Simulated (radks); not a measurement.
The numbers below are computed, except where a source is named.
Initial-state core-level shifts of the cadmium ion Cd+ when its valence configuration changes from [Kr] 4d10 5s1. Code: a radial shooting solver on a logarithmic mesh with Libxc functionals. Model: scalar-relativistic Kohn-Sham, SCAN, spin-unpolarised, spherical densities, finite nucleus; meta-GGA in the generalised Kohn-Sham scheme; Fermi nuclear charge, rms radius 4.6087 fm. Shifts are changes of the shell-averaged eigenvalues in eV (positive: less bound); the change of the density at the nucleus, which sets a Mossbauer isomer shift, is in e/bohr^3, on a base of 1.636e+05.

| valence | 1s | 2p | 3s | 3p | density at nucleus |
|---|---|---|---|---|---|
| 4d8 5s1 5p2 | -14.578 | -15.159 | -14.869 | -14.873 | +19.02 |
| 4d10 5p1 | -1.645 | -1.586 | -1.616 | -1.614 | -27.24 |
| 4d8 5p3 | -15.993 | -16.530 | -16.267 | -16.269 | -15.71 |
| 4d9 5s1 5p1 | -7.197 | -7.451 | -7.342 | -7.344 | +8.33 |
| 4d9.5 5s1 5p0.5 | -3.585 | -3.704 | -3.656 | -3.657 | +4.03 |
| 4d9 5p2 | -8.720 | -8.924 | -8.841 | -8.841 | -22.14 |
| 4d8.5 5s2 5p0.5 | -9.356 | -9.816 | -9.596 | -9.601 | +46.51 |
| 4d9.5 5p1.5 | -5.158 | -5.222 | -5.205 | -5.204 | -24.86 |
